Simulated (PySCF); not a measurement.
Ligands exchanged one at a time, In NH2-H. Gas-phase values, no solvent. One relaxed conformer stands for each flexible species; it need not be the lowest. Strings in code marks are SMILES.

The HOMO–LUMO gap from two functionals at the same geometries (CAM-B3LYP-D3(BJ)/def2-TZVP), both in PySCF: PBE-D3(BJ)/def2-TZVP and TPSSh-D3(BJ)/def2-TZVP. 

```tsv
species	TPSSh-D3(BJ)/def2-TZVP (eV)
0 of 3 NH2 replaced by H	4.95
1 of 3 NH2 replaced by H (`[NH2][InH][NH2]`)	5.18
2 of 3 NH2 replaced by H	4.87
3 of 3 NH2 replaced by H (`[InH3]`)	5.47
```

**Question.** What does PBE-D3(BJ)/def2-TZVP give for each?

**Answer.** 
- 0 of 3 NH2 replaced by H: 3.82
- 1 of 3 NH2 replaced by H (`[NH2][InH][NH2]`): 4.16
- 2 of 3 NH2 replaced by H: 3.90
- 3 of 3 NH2 replaced by H (`[InH3]`): 4.36
Over these rows, drawn at random from the members with no instability flagged (it was tested for open shells, ions and some series alone), PBE minus TPSSh-D3(BJ): mean -1.06 eV, from -1.13 eV to -0.97 eV.
